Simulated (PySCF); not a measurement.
LDA on H⁻ (hydrogen, charge -1), 1s2, closed-shell 1S. Calculation: PySCF 2.14, in aug-cc-pVTZ with one added diffuse shell each of s, p, d type (5s4p3d, 32 functions); the non-relativistic Hamiltonian (point nucleus).

```
cycle= 1 E= -0.447397372898247  delta_E= 0.0637  |g|= 0.156  |ddm|= 1.12
cycle= 2 E= -0.417926225978351  delta_E= 0.0295  |g|= 0.241  |ddm|=  1.4
cycle= 3 E= -0.493827265531525  delta_E= -0.0759  |g|= 0.0897  |ddm|= 0.561
cycle= 4 E= -0.513812671069264  delta_E= -0.02  |g|= 0.00551  |ddm|= 0.371
cycle= 5 E= -0.513526953292642  delta_E= 0.000286  |g|= 0.0124  |ddm|= 0.126
cycle= 6 E= -0.513837256012423  delta_E= -0.00031  |g|= 0.005  |ddm|= 0.033
cycle= 7 E= -0.513896407231788  delta_E= -5.92e-05  |g|= 0.000423  |ddm|= 0.0281
cycle= 8 E= -0.513896842625803  delta_E= -4.35e-07  |g|= 2.52e-05  |ddm|= 0.00153
cycle= 9 E= -0.513896844294718  delta_E= -1.67e-09  |g|= 3.75e-06  |ddm|= 0.000261
cycle= 10 E= -0.513896844328314  delta_E= -3.36e-11  |g|= 1.26e-06  |ddm|= 1.94e-05
converged SCF energy = -0.513896844328314  <S^2> = -5.7731597e-15  2S+1 = 1
```

Highest occupied orbital energy: 1.258 eV; ⟨L²⟩ = 0.00; populations by l: s 2.00, p 0.00, d 0.00.

(1) Can this result be used?

## Answers

(1) With care. The run converged. At LDA the highest occupied level has a positive energy, so only the finite basis holds that electron; in a semilocal or global hybrid functional this comes from self-interaction and does not mean that the real anion is unbound.
